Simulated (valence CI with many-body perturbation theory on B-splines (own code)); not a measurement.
Hf XXII: E2, M1 decay

Computed by relativistic CI+MBPT: five valence electrons over a frozen Dirac-Fock core [Kr] 4d10, a basis of 7 s, 7 p, 7 d, 7 f, 4 g, 2 h functions for each j, with the one-electron correlation potential Σ1 (screened to all orders), the two-electron term Σ2, the three-electron term Σ3, Breit, model QED; selected single and double excitations, second order for the rest, scaled by the run's own slope (own B-spline code, finite nucleus).

No measured levels were compared; by estimate terms of the open shell hold to a few per cent of their energy, and close levels can change places. Core correlation moves these levels by up to 3100 cm⁻¹, and in measured spectra 5 to 20 % of such shifts remained as error; rates that hang on mixing are uncertain with them. Among the levels kept, up to 900 cm⁻¹ of a level comes from second order outside the variational space, and about a tenth of that is noise between levels of different J, which matters for small intervals. Only levels of the ground parity were solved; by the run's estimate the other parity begins above the list, which can be wrong where configurations are misplaced.

Lines 51 to 100 of 120 in falling wavelength, among levels below 84304 cm⁻¹, chosen from the decays that carry over 1 % of a level's rate. Wavelengths and rates use the calculated energies, so an error of 2000 cm⁻¹ moves a line at 499.6 nm by 10 % and its rate by three times that or more. Electric multipoles are in the length gauge, E1 and E2 with the static RPA response of the core. Weak lines are less certain than strong ones. Lines between different terms over intervals too small for the method are left out, as are lines whose strength nearly cancels. Where a level lies close to another of its J and parity, the split of strength between their lines is uncertain.

Names give the largest LS component (configuration and term), which can be under half, so a name can repeat, a term be missing and a line seem to break the LS rules; names also repeat where a configuration has a term twice. Letters in brackets count levels of one name in rising energy.

```tsv
λ vac (nm)	Upper	Lower	Type	A (s⁻¹)	Branch %
499.6	4f5 2G°_9/2	4f5 4I°_9/2	M1	3.75e+01	10.4
498.5	4f5 6F°_1/2	4f5 6H°_5/2	E2	3.91e-03	70.8
495.4	4f5 4G°_5/2 [a]	4f5 6F°_5/2	M1	6.24e+01	12.2
493.5	4f5 4L°_13/2 [a]	4f5 6H°_15/2	M1	1.62e+00	1.1
489.0	4f5 6F°_5/2	4f5 6H°_5/2	M1	3.50e+01	95.0
480.8	4f5 4G°_5/2 [a]	4f5 6F°_3/2	M1	1.01e+02	19.8
464.5	4f5 4L°_15/2	4f5 4M°_15/2	M1	5.31e+01	24.6
449.4	4f5 4G°_9/2	4f5 6F°_11/2	M1	1.48e+01	7.7
446.5	4f5 6P°_3/2	4f5 4G°_5/2 [a]	M1	1.59e+01	16.8
438.3	4f5 4F°_5/2	4f5 4G°_5/2 [a]	M1	7.56e+01	17.7
401.8	4f5 4L°_13/2 [a]	4f5 6H°_13/2	M1	7.96e+01	56.3
396.7	4f5 4M°_17/2	4f5 6H°_15/2	M1	1.51e+01	26.9
388.6	4f5 4G°_7/2 [a]	4f5 6F°_7/2	M1	5.40e+01	13.1
386.1	4f5 6F°_11/2	4f5 6H°_9/2	M1	1.73e-01	1.6
384.3	4f5 4F°_3/2	4f5 6F°_5/2	M1	4.20e+00	1.4
378.6	4f5 4F°_3/2	4f5 6F°_1/2	M1	1.92e+02	63.2
375.4	4f5 4F°_3/2	4f5 6F°_3/2	M1	7.84e+01	25.8
355.2	4f5 4H°_11/2	4f5 6F°_11/2	M1	1.51e+01	21.8
350.7	4f5 4P°_5/2	4f5 6F°_7/2	M1	8.63e+01	29.3
345.6	4f5 4K°_11/2 [b]	4f5 6F°_11/2	M1	4.38e+00	1.2
345.5	4f5 4G°_9/2	4f5 6F°_9/2	M1	6.72e+00	3.5
342.1	4f5 4H°_7/2	4f5 4G°_5/2 [a]	M1	2.77e+01	9.8
327.0	4f5 4L°_13/2 [a]	4f5 6H°_11/2	M1	5.79e+01	41.0
325.1	4f5 4K°_15/2 [a]	4f5 6H°_15/2	M1	6.32e+01	31.1
325.1	4f5 2G°_9/2	4f5 6F°_11/2	M1	1.46e+01	4.0
323.2	4f5 4K°_11/2 [a]	4f5 6H°_11/2	M1	8.82e+01	39.8
299.0	4f5 4G°_5/2 [a]	4f5 6H°_7/2	M1	1.64e+02	32.3
288.9	4f5 4P°_5/2	4f5 6F°_5/2	M1	1.10e+02	37.2
287.0	4f5 4H°_11/2	4f5 6F°_9/2	M1	2.23e+01	32.1
283.8	4f5 4P°_5/2	4f5 6F°_3/2	M1	1.59e+01	5.4
282.6	4f5 4K°_15/2 [a]	4f5 6H°_13/2	M1	1.62e+01	8.0
280.1	4f5 4L°_15/2	4f5 6H°_15/2	M1	6.94e+01	32.1
279.9	4f5 4G°_9/2	4f5 6F°_7/2	M1	1.11e+01	5.8
273.7	4f5 4H°_7/2	4f5 6F°_9/2	M1	2.24e+01	8.0
272.9	4f5 4I°_9/2	4f5 6H°_9/2	M1	6.68e+01	26.2
271.0	4f5 4F°_5/2	4f5 6F°_7/2	M1	3.59e+01	8.4
268.1	4f5 4K°_11/2 [a]	4f5 6H°_9/2	M1	1.31e+02	59.3
267.0	4f5 2G°_9/2	4f5 6F°_9/2	M1	1.30e+02	35.9
262.1	4f5 4G°_7/2 [a]	4f5 6H°_9/2	M1	2.07e+02	50.0
248.8	4f5 4L°_13/2 [b]	4f5 6H°_13/2	M1	6.44e+01	25.4
248.0	4f5 4L°_15/2	4f5 6H°_13/2	M1	7.36e+01	34.1
246.1	4f5 4G°_5/2 [a]	4f5 6H°_5/2	M1	1.63e+02	32.1
240.5	4f5 2P°_1/2	4f5 6F°_1/2	M1	7.79e+01	23.4
239.3	4f5 4G°_9/2	4f5 6H°_11/2	M1	1.03e+02	53.5
239.2	4f5 2P°_1/2	4f5 6F°_3/2	M1	2.49e+02	75.0
238.0	4f5 4H°_11/2	4f5 6H°_13/2	M1	2.82e+00	4.1
234.8	4f5 6P°_3/2	4f5 6F°_5/2	M1	4.76e+00	5.1
232.7	4f5 6P°_3/2	4f5 6F°_1/2	M1	9.05e+00	9.6
231.5	4f5 6P°_3/2	4f5 6F°_3/2	M1	4.47e+01	47.4
230.9	4f5 4H°_7/2	4f5 6F°_7/2	M1	3.88e+01	13.8
```
